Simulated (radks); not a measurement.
H, configuration 1s1.

Calculated with a radial shooting solver on a logarithmic mesh with Libxc functionals: scalar-relativistic Kohn-Sham, LDA (Slater exchange, Perdew-Wang correlation), spin-polarised, spherical densities, finite nucleus; open shells are filled with parallel spins first; Gaussian nuclear charge, rms radius 0.8783 fm.

Energy parts (eV):
| part | energy |
|---|---|
| total | -13.027 |
| kinetic | 12.699 |
| electron-nucleus | -26.277 |
| Hartree | 8.120 |
| exchange-correlation | -7.568 |

Orbitals (lengths in bohr, moments of r in powers of bohr; <r^-3> diverges for s and p1/2):
| orbital | occ. | eigenvalue (eV) | <r^-3> |
|---|---|---|---|
| 1s up | 1 | -7.3204 | - |

The highest occupied level is 1s up at -7.320 eV. The electron density at the nucleus is 0.3025 e/bohr^3 (large components only). Spin moment in Bohr magnetons: 1. For comparison, the ionisation energy in NIST's Atomic Spectra Database is 13.598 eV (theoretical). In exact Kohn-Sham theory the highest level is minus the ionisation energy, but local and semilocal functionals leave it too shallow, through self-interaction and a potential that decays too fast; potentials with the right tail come closer. Summed over all electrons, <r^2> = 3.387 bohr^2, which gives a Langevin (diamagnetic) susceptibility term of -2.68 x 10^-6 cm^3/mol. The density falls to 0.001 e/bohr^3 at r = 2.95 bohr.
